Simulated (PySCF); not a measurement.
C₅H₇F, SMILES C1CC1/C=C\F. Coordinates come from a B3LYP-D3(BJ)/def2-SVP optimisation. The structure was generated by enumeration; whether it is a known compound was not checked. One conformer was computed; it need not be the lowest.

**Question.** Give the equilibrium geometry at B3LYP-D3(BJ)/def2-SVP (PySCF confirms it by a frequency run) as bond lengths and angles, and its point group. (An estimate is asked for; the answer gives what the named calculation found.)

**Answer.** Several could match; the one computed here: point group Cs.
Atoms: F1 C2 C3 C4 C5 C6 H7 H8 H9 H10 H11 H12 H13. Bonds (Å): F1–C2 1.345, C2–C3 1.333, C2–H7 1.093, C3–C4 1.477, C3–H8 1.095, C4–C5 1.516, C4–C6 1.516, C4–H9 1.093, C5–C6 1.500, C5–H10 1.093, C5–H11 1.094, C6–H12 1.094, C6–H13 1.093. Angles (°): F1–C2–C3 122.2, F1–C2–H7 112.6, C3–C2–H7 125.2, C2–C3–C4 125.1, C2–C3–H8 116.7, C4–C3–H8 118.1, C3–C4–C5 119.9, C3–C4–C6 119.9, C3–C4–H9 114.3, C5–C4–C6 59.3, C5–C4–H9 116.4, C6–C4–H9 116.4, C4–C5–C6 60.4, C4–C5–H10 117.6, C4–C5–H11 117.5, C6–C5–H10 118.7, C6–C5–H11 118.2, H10–C5–H11 114.2, C4–C6–C5 60.4, C4–C6–H12 117.5, C4–C6–H13 117.6, C5–C6–H12 118.2, C5–C6–H13 118.7, H12–C6–H13 114.2.
Charge 0, spin multiplicity 1.
